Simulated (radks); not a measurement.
Results of a calculation; reference values are marked as such.
Species: Ho4+. Configuration: [Kr] 4d10 4f9 5s1 5p6 6p1 (not the ground configuration). Level of theory: scalar-relativistic Kohn-Sham, PBEsol, spin-unpolarised, spherical densities, point nucleus (a radial shooting solver on a logarithmic mesh with Libxc functionals). Some entries of the table are withheld. Estimate them.

orbital,occ.,eigenvalue (eV),<r> (bohr)
1s,2,-55542.19,0.02074
2s,2,-9344.238,0.08811
2p,6,(1),0.07808
3s,2,(2),0.2300
3p,6,-1814.493,0.2290
3d,10,-1404.163,0.2079
4s,2,-473.5539,0.5178
4p,6,-366.8383,(3)
4d,10,-222.6544,0.5916
5s,1,-104.7693,1.208
5p,6,-77.2021,1.373
4f,9,-64.3492,0.7325
6p,1,-29.0236,3.093

Answer. 
(1) 2p eigenvalue (eV): -8285.894
(2) 3s eigenvalue (eV): -2137.825
(3) 4p <r> (bohr): 0.5483
